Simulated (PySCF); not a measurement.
# Ionising MoO

r²SCAN; PySCF, scalar-relativistic core potentials, basis sets Mo def2-TZVPPD with ECP28, O def2-TZVPPD. Neutral (UKS): quintet (σ ↑, π ↑, δ ↑↑), Re = 1.695 Å, ωe = 953 cm⁻¹, De = 5.41 eV, HOMO -4.22 eV, LUMO -3.67 eV.

MoO⁻ (UKS): sextet (σ ↑, π ↑↑, δ ↑↑), Re = 1.745 Å, ωe = 837 cm⁻¹, De = 4.90 eV to Mo (4d5 5s1) + O⁻. The energies at the minima are -143.41108 hartree for MoO and -143.44819 for MoO⁻.

Task: Work out the adiabatic electron affinity, without and with harmonic zero-point energies (1 hartree = 27.2114 eV, 1 eV = 8065.5 cm⁻¹), and the change of the bond length.

Result: At r²SCAN: 0.03711 hartree = 1.010 eV between the minima; the zero-point term (953.0 − 837.0)/2 cm⁻¹ = +0.007 eV makes it 1.017 eV. Re changes by +5.0 pm against the neutral. The electron enters a π orbital; in so polar a molecule the change of length follows mostly from the change of the ionic charges.

The metal atom is held in its measured ground configuration; semilocal functionals can put another filling of s and d lower by some tenths of an eV, and De to that atom would be smaller. Spin–orbit coupling is left out, which matters for elements this heavy, above all for dissociation energies. For an ion De counts to the pair picked by the measured ionisation energies or electron affinities, which need not be the lowest pair at this level. The highest Kohn–Sham level is positive in this anion. Much of that is self-interaction error, but it also means that the finite basis helps to hold the extra electron. The state is the lowest single determinant that the PBE0 search found; with open d or f shells the true ground state can be another one.
